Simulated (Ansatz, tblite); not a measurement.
Removing and adding an electron: Cr(NH2)3 (CrN₃H₆). The state is a quartet with charge 0. Geometry: r2SCAN-D4/def2-SVP. Ansatz, gas phase; energy differences of separate SCF runs; the oxidised species was run as a triplet alone; the reduced species was run as a quintet alone.

```xyz
10

Cr    0.000    0.000    0.000
N     1.288    0.198   -1.290
H     1.815    1.052   -1.473
H     1.591   -0.527   -1.939
N     0.293   -1.118    1.424
H    -0.213   -1.984    1.608
H     0.986   -0.973    2.157
N    -1.581    0.920   -0.133
H    -2.291    0.772   -0.849
H    -1.888    1.661    0.495
```

The xTB rows come from tblite.

Problem. Estimate orbital energies and vertical ionisation energies and electron affinities at: GFN1-xTB; GFN2-xTB; PBE-D4/def2-TZVPD; r2SCAN-D4/def2-TZVPD; PBE0-D4/def2-TZVPD.

Solution. 
| level | −HOMO (eV) | vertical IE (eV) | −LUMO (eV) | vertical EA (eV) | HOMO–LUMO gap (eV) | IE − EA (eV) | remarks |
| --- | --- | --- | --- | --- | --- | --- | --- |
| GFN1-xTB | – | 13.30 | – | 4.20 | – | 9.10 | – |
| GFN2-xTB | – | 11.64 | – | 1.59 | – | 10.06 | – |
| PBE-D4/def2-TZVPD | 4.74 | – | 2.05 | -0.44 | 2.69 | – | HOMO above zero (-1 quintet), lower spin may lie lower (-1 quintet) |
| r2SCAN-D4/def2-TZVPD | 5.11 | – | 2.05 | -0.48 | 3.06 | – | HOMO above zero (-1 quintet) |
| PBE0-D4/def2-TZVPD | 6.14 | – | 1.04 | -0.48 | 5.09 | – | HOMO above zero (-1 quintet) |

Relaxing the reduced species (r2SCAN-D4/def2-SVPD) changes its energy by -0.68 eV at PBE-D4/def2-TZVPD, so the adiabatic electron affinity to this nearest minimum is 0.24 eV. At PBE0-D4/def2-TZVPD it is 0.57 eV. The highest occupied level of the relaxed charge -1 quintet lies above zero (up to 1.60 eV). By energy differences its removal costs 0.24 eV (each at its own geometry, to the charge 0 quartet, at PBE-D4/def2-TZVPD); the vertical value is larger still, so the positive level points to self-interaction error.  Run but left out: HF/def2-TZVP, PBE-D4/def2-TZVP, r2SCAN-D4/def2-TZVP, PBE0-D4/def2-TZVP, MP2/def2-TZVP, CCSD/def2-TZVP, CCSD(T)/def2-TZVP (charge +1 triplet: ⟨S²⟩ 2.91 to 3.76, where a pure state has 2.00).   A HOMO above zero means that the electron is unbound at that level or that self-interaction error raises the level; the energy of removing that electron tells which. HOMO and LUMO are the levels of the spin that leaves or enters (xTB has no such levels and no spin-polarisation term). Other spin states of the ions may lie lower, which would lower the ionisation energy or raise the affinity. Raw xTB energy differences between charge states are shifted by several eV; the methods need an empirical correction for them. A negative affinity means that the extra electron isn't bound; its size then hangs on the basis.
